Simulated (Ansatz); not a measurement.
Consider the substitution at a C–Sn bond: `C[CH2][SnH]([F])[F]` + `[BH2][GaH][OH]` → `[BH2][GaH][O]CC` + `[F][SnH2][F]`.

Isolated molecules relaxed with PBE0-D4/def2-TZVP in Ansatz; ΔE leaves out vibrations. CCSD(T)/CBS is the MP2 limit (def2-TZVPP, def2-QZVPP) plus CCSD(T) − MP2 in def2-TZVPP, frozen cores. DFT in def2-TZVPP. B3LYP here is the variant with VWN-RPA as its local correlation; programs differ in this. Elements past krypton have def2 core potentials. For Ga, Sn outer-core shells are correlated without core-valence functions, which leaves a few kJ/mol of doubt a bond. Scalar relativity is left out up to krypton. Each species was taken in one conformer, which may not be the lowest.

| level | ΔE (kJ/mol) | difference from CCSD(T)/CBS |
| --- | --- | --- |
| B3LYP-D4 | 68.9 | -12.5 |
| ωB97X-V | 67.8 | -13.6 |
| ωB97M-V | 71.9 | -9.5 |
| B2PLYP | 72.4 | -9.0 |
| PBE | 73.7 | -7.7 |
| r2SCAN | 73.3 | -8.1 |
| PBE0 | 72.3 | -9.1 |
| HF/def2-TZVPP | 55.3 | -26.1 |
| CCSD(T)/def2-TZVPP | 74.6 | -6.8 |
| SCS-MP2/def2-QZVPP | 80.6 | -0.8 |
| CCSD(T)/CBS | 81.4 | 0 |

Largest T1 diagnostic among the species: 0.015.

In def2-TZVPP, CCSD(T) changes the Hartree–Fock value by +19.3 kJ/mol (the triples alone add +1.7 kJ/mol) and MP2 by +29.1 kJ/mol.
